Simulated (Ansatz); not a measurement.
Two isomers of C4H3F3: A = `FC1=C[C@H](F)[C@H]1F`, B = `F/C=C\C=C(F)F`.

Calculated with Ansatz (gas phase, PBE0-D4/def2-TZVP geometries, no zero-point term in ΔE). CCSD(T)/CBS is the MP2 limit (def2-TZVPP, def2-QZVPP) plus CCSD(T) − MP2 in def2-TZVPP, frozen cores. DFT in def2-TZVPP. One conformer a species, not always the lowest.

Question: Which isomer does CCSD(T)/CBS put lower? Give the gap. (An estimate is asked.)

Answer: Ansatz gave: B, by 40.3 kJ/mol.

Question: Give E(B) − E(A) in kJ/mol with ωB97M-V, CCSD(T)/def2-SVP, PBE0-D4, LDA (SPW92), CCSD(T)/def2-TZVPP, B2PLYP, MP2/def2-TZVPP. (Estimate.)

Answer: Ansatz gave: ωB97M-V -40.2, CCSD(T)/def2-SVP -57.0, PBE0-D4 -39.6, LDA (SPW92) -44.3, CCSD(T)/def2-TZVPP -43.3, B2PLYP -53.8, MP2/def2-TZVPP -38.4. None reverses the order clearly.

Question: Does the order hold for the free energy at 298.15 K (harmonic terms from PBE0-D4)? (An estimate is asked.)

Answer: Ansatz gave: Yes: G(B) − G(A) = -46.6 kJ/mol, for one conformer each.

Largest T1 diagnostic: 0.013.

In def2-TZVPP, CCSD(T) changes the Hartree–Fock value by +6.4 kJ/mol (the triples alone add −2.1 kJ/mol) and MP2 by +11.3 kJ/mol. Leaving LDA and LC-ωPBE aside and taking each functional with its dispersion term where it has one, the values, not all of them listed here, spread over 38.1 kJ/mol, from BLYP-D4 to ωB97X-V. LDA lies +7.3 kJ/mol from PBE without D4.
